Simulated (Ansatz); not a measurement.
# Worked example: the step energy

An elementary step of BNH₂F₂, singlet (BNH₂F₂ ([NH2][B]([F])[F]) → BNHF ([NH][B][F]) + HF; B–F, N–H broken or loosened, F–H formed or tightened). “Start” and “end” are the PBE0-D4/def2-TZVP structures reached by relaxing down either side of its saddle point, with the molecules still in contact.

Program: Ansatz 0.2.0. Basis: def2-TZVPP and def2-QZVPP. Cores are frozen in the correlated methods.

Energies in eV:

| quantity | end | start |
| --- | --- | --- |
| Hartree–Fock, triple zeta (X = 3) | -7601.66685 | -7605.19909 |
| Hartree–Fock, quadruple zeta (X = 4) | -7602.02783 | -7605.54688 |
| MP2 correlation, X = 3 | -22.16697 | -21.81774 |
| MP2 correlation, X = 4 | -24.11113 | -23.74162 |
| CCSD(T) correlation, X = 3 | -23.09290 | -22.79665 |

**Question.** Work out the step energy at the basis limit: extrapolate Hartree–Fock as E(X) = E∞ + A exp(−7.88 √X) and the MP2 correlation as E(X) = E∞ + B X^−2.97 (the exponents that Neese and Valeev fitted for def2-TZVPP and QZVPP), then add CCSD(T) − MP2 in triple zeta.

**Answer.** Each step is linear, so take the differences first (end − start): Hartree–Fock 3.53224 (X = 3) and 3.51905 (X = 4); MP2 correlation -0.34923 and -0.36951; CCSD(T) correlation -0.29625.
Two points give E∞ = E(4) + w [E(4) − E(3)], with w = 1/(exp(7.88 (2 − √3)) − 1) = 0.1377 for Hartree–Fock and w = 1/((4/3)^2.97 − 1) = 0.7407 for the correlation.
Hartree–Fock: 3.51905 + 0.1377 × (-0.01319) = 3.5172 eV.
MP2 correlation: -0.36951 + 0.7407 × (-0.02028) = -0.3845 eV.
CCSD(T) − MP2: -0.29625 − (-0.34923) = 0.0530 eV.
Sum: 3.5172 + (-0.3845) + 0.0530 = 3.1857 eV, or 73.46 kcal/mol. Plain CCSD(T) in triple zeta gives 3.2360 eV, so the larger basis shifts the result by -0.0503 eV.

The T1 diagnostic stays at or below 0.014.

Labels in which every atom is bracketed show which atoms are joined, not bond orders.

For scale, one of the runs: CCSD(T)/def2-TZVPP, 152 basis functions (an equivalent command: `ansatz run in.yaml --threads 2`). Time: 21 s of wall clock on 2 CPU threads; the host was shared. Peak host memory: 1.1 GiB.
